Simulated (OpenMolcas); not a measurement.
# neutral arsenic: effect of the basis set

| Item | Value |
| --- | --- |
| Program | OpenMolcas 26.06 |
| Method | CASSCF |
| Active space | 5 electrons in 4 orbitals (4s 4p) |
| State averaging | 2S+1 = 4 odd, 1 root; 2S+1 = 2 odd, 8 roots; 2S+1 = 4 even, 3 roots |
| Spin-orbit coupling | state interaction with AMFI integrals over the reference wave functions, term energies averaged over their components |

A. ANO-RCC-VDZP [5s4p2d], DKH2, point nucleus; cost of the order of 7 core-seconds
B. ANO-R1 [5s4p3d1f], X2C, finite nucleus; cost of the order of 5 core-seconds
C. ANO-RCC-VTZP [6s5p3d1f], DKH2, point nucleus; cost of the order of 9 core-seconds
D. ANO-RCC-VQZP [7s6p4d2f1g], DKH2, point nucleus; cost roughly 7 core-seconds
E. ANO-R2 [6s5p4d3f1g], X2C, finite nucleus; cost about 7 core-seconds
F. ANO-R3 [7s6p5d3f2g], X2C, finite nucleus; cost about 11 core-seconds

Energies in cm-1 above 4s2 4p3 4S* 3/2, the measured ground level; measured values from NIST Handbook of Basic Atomic Spectroscopic Data.

```json
{"Level": "4s2 4p3 4S* 3/2", "A": "0.0", "B": "0.0", "C": "0.0", "D": "0.0", "E": "0.0", "F": "0.0", "Measured": "0.0"}
{"Level": "4s2 4p3 2D* 3/2", "A": "14329", "B": "14735", "C": "14423", "D": "14391", "E": "14458", "F": "14395", "Measured": "10593"}
{"Level": "4s2 4p3 2D* 5/2", "A": "14629", "B": "14993", "C": "14713", "D": "14689", "E": "14760", "F": "14687", "Measured": "10915"}
{"Level": "4s2 4p3 2P* 1/2", "A": "20323", "B": "20936", "C": "20450", "D": "20408", "E": "20548", "F": "20415", "Measured": "18186"}
{"Level": "4s2 4p3 2P* 3/2", "A": "20658", "B": "21221", "C": "20771", "D": "20739", "E": "20883", "F": "20740", "Measured": "18648"}
{"Level": "4s 4p4 4P 5/2", "A": "71248", "B": "71307", "C": "71330", "D": "71313", "E": "71294", "F": "71328", "Measured": ""}
{"Level": "4s 4p4 4P 3/2", "A": "72307", "B": "72329", "C": "72380", "D": "72370", "E": "72360", "F": "72379", "Measured": ""}
{"Level": "4s 4p4 4P 1/2", "A": "72942", "B": "72943", "C": "73009", "D": "73005", "E": "73000", "F": "73010", "Measured": ""}
```

Deviations, from unrounded energies. A percentage is the sum of absolute deviations over the sum of measured energies, with the sign that they share, or ± where signs differ.

```csv
Against measurement,Levels,A,B,C,D,E,F
mean absolute deviation (cm-1),4,2900,3400,3000,3000,3100,3000
other terms of the ground configuration (%),4,+19.9,+23.2,+20.6,+20.4,+21.1,+20.4
```

A, C, D, F lie about equally close to measurement and B furthest from it. The largest miss of A in the table is 4s2 4p3 2D* 3/2, by +3700 cm-1. The ranking rests on the paired levels alone, and a cruder setting can come out closer through cancelling errors.

Among A to F the level of the table that moves most is 4s2 4p3 2P* 1/2, by 610 cm-1 (lowest in A, highest in B).

Without dynamic correlation excited terms often stand tens of per cent too high (terms of higher spin than the ground term too low), and those without a measured partner can miss by more than the paired ones. Terms of s pⁿ other than that of highest spin mix with s² pⁿ⁻² d, which this space lacks; all of them can be thousands of cm-1 off, and some have no real level of that name. Computed and measured levels are paired by configuration, term and J; levels that our copy of the source lacks, or whose pairing is in doubt (as where it misses far off the trend of its configuration), stay unpaired and out of the deviations. Levels of configurations outside the active space are missing.

* marks odd parity.
